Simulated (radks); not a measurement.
Values are calculated unless marked as measured or tabulated.
Problem. All-electron atom: Re3.75+ in [Kr] 4d10 4f14 5s2 5d(up 2.5, down 2.5) 5p(up 2.25, down 2) (fractional occupations, a model configuration). Level of theory: scalar-relativistic Kohn-Sham, PBEsol, spin-polarised, spherical densities, finite nucleus; Fermi nuclear charge, rms radius 5.3698 fm (a radial shooting solver on a logarithmic mesh with Libxc functionals). Some entries of the table are withheld. Estimate them.

orbital,occ.,eigenvalue (Ry),<r> (bohr),<r^2> (bohr^2)
1s up,1,-5266.784,0.01804,0.0004483
1s down,1,-5266.782,0.01804,0.0004483
2s up,1,-916.0834,0.07624,0.006880
2s down,1,-916.0822,0.07624,0.006880
2p up,3,-800.2178,0.06835,0.005709
2p down,3,-800.2160,0.06835,0.005709
3s up,1,-214.6917,0.1975,0.04460
3s down,1,-214.6905,0.1975,0.04460
3p up,3,-180.5096,0.1979,0.04542
3p down,3,-180.5081,0.1979,0.04542
3d up,5,-141.6757,0.1793,0.03765
3d down,5,-141.6742,0.1793,0.03765
4s up,1,-47.47564,0.4407,0.2193
4s down,1,-47.47318,0.4407,0.2193
4p up,3,-36.25829,0.4687,0.2498
4p down,3,-36.25565,0.4686,0.2498
4d up,5,-22.16511,0.4999,0.2893
4d down,5,-22.16181,0.4998,0.2893
5s up,1,-9.54649,1.023,1.172
5s down,1,-9.52884,1.023,1.173
5p up,2.25,-6.65882,(1),1.554
5p down,2,-6.64130,(2),1.556
4f up,7,-6.50398,0.5757,0.4097
4f down,7,-6.49845,0.5754,0.4091
5d up,2.5,-3.30417,1.571,2.826
5d down,2.5,-3.29139,1.574,2.838

Solution. 
(1) 5p up <r> (bohr): 1.174
(2) 5p down <r> (bohr): 1.175
